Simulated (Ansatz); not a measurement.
Clusters of 4 atoms, halide: gap (eV) at several levels, gas phase, relaxed structures; Ansatz. Clusters are the lowest isomers that short searches found in that spin, judged at the geometry's level. Core potentials for Au, Cs, I, La, Sb in the def2 sets, no spin–orbit coupling. HOMO and LUMO are taken over both spins. Singlets are spin-restricted. The structures are stationary points that may keep the symmetry of their start.

```json
{"species": "SbF3", "state": "singlet", "geometry": "B3LYP-D4/def2-TZVP", "PBE-D4/def2-SVP": "5.92", "r2SCAN-D4/def2-TZVP": "6.55", "PBE0-D4/def2-SVP": "8.13", "PBE0-D4/def2-TZVP": "8.12"}
{"species": "Au2Cl2", "state": "singlet", "geometry": "PBE0-D4/def2-SVP", "PBE-D4/def2-SVP": "1.78", "r2SCAN-D4/def2-TZVP": "2.12", "PBE0-D4/def2-SVP": "3.88", "PBE0-D4/def2-TZVP": "3.91"}
{"species": "Mg2Cl2⁺", "state": "doublet", "geometry": "PBE0-D4/def2-TZVP", "PBE-D4/def2-SVP": "0.61", "r2SCAN-D4/def2-TZVP": "0.62", "PBE0-D4/def2-SVP": "1.46", "PBE0-D4/def2-TZVP": "1.45"}
{"species": "LaF3", "state": "singlet", "geometry": "r2SCAN-D4/def2-TZVP", "PBE-D4/def2-SVP": "5.03", "r2SCAN-D4/def2-TZVP": "6.15", "PBE0-D4/def2-SVP": "7.54", "PBE0-D4/def2-TZVP": "7.74"}
{"species": "Ca2Cl2⁺", "state": "doublet", "geometry": "r2SCAN-D4/def2-TZVP", "PBE-D4/def2-SVP": "0.38", "r2SCAN-D4/def2-TZVP": "0.39", "PBE0-D4/def2-SVP": "1.10", "PBE0-D4/def2-TZVP": "1.11"}
{"species": "Li2Cl2⁺", "state": "doublet", "geometry": "PBE-D4/def2-TZVP", "PBE-D4/def2-SVP": "1.07", "r2SCAN-D4/def2-TZVP": "1.64", "PBE0-D4/def2-SVP": "3.46", "PBE0-D4/def2-TZVP": "3.49"}
{"species": "Cs2I2", "state": "singlet", "geometry": "B3LYP-D4/def2-SVP", "PBE-D4/def2-SVP": "3.31", "r2SCAN-D4/def2-TZVP": "4.32", "PBE0-D4/def2-SVP": "4.84", "PBE0-D4/def2-TZVP": "4.97"}
```

Task: Estimate the column for PBE-D4/def2-TZVP.

Result: SbF3 5.97; Au2Cl2 1.80; Mg2Cl2⁺ 0.60; LaF3 5.24; Ca2Cl2⁺ 0.39; Li2Cl2⁺ 1.08; Cs2I2 3.46.
